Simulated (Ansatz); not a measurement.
This geometry of C₂H₄AlN (8 atoms, charge 0, multiplicity 1) is a first-order saddle point.

Theory: RKS PBE-D4/def2-SVP (Ansatz).

```xyz
8
Properties=species:S:1:pos:R:3
C -0.232 1.886 0.250
C -0.060 0.573 0.192
N 0.085 -0.646 0.005
Al 0.669 -2.345 -0.690
H -0.125 2.505 -0.656
H -0.467 2.388 1.202
H -0.610 -1.161 -1.004
H 0.833 -3.257 0.644
```

Task: Which two structures does it join? (They come from a converged band through this point; their orientation in space is the band's.)

Result: Bonds broken: Al4–H7. Bonds formed: N3–H7.

Image 0:

```xyz
8
Properties=species:S:1:pos:R:3
C -0.217 2.096 0.371
C -0.075 0.794 0.137
N 0.055 -0.395 -0.077
Al 0.245 -2.149 -0.392
H -0.551 2.770 -0.430
H -0.003 2.507 1.369
H -0.093 -2.642 -1.865
H 0.732 -3.038 0.832
```

Image 10:

```xyz
8
Properties=species:S:1:pos:R:3
C -0.242 1.777 0.227
C -0.257 0.495 -0.064
N -0.103 -0.715 -0.359
Al 1.566 -2.083 -0.384
H 0.095 2.515 -0.521
H -0.586 2.144 1.207
H -0.936 -1.186 -0.756
H 0.555 -3.006 0.595
```

Task: How far does it lie above each of them?

Result: 252.6 kJ/mol above the first and 76.3 kJ/mol above the second. This is the barrier of this one path; another mechanism may lie lower. The orbitals stay closed-shell, which can raise the energy where a bond breaks towards radicals; this wasn't checked here.

Run time: 10 min on 1 thread of Arm Neoverse N1 (shared host), peak memory 0.12 GiB.
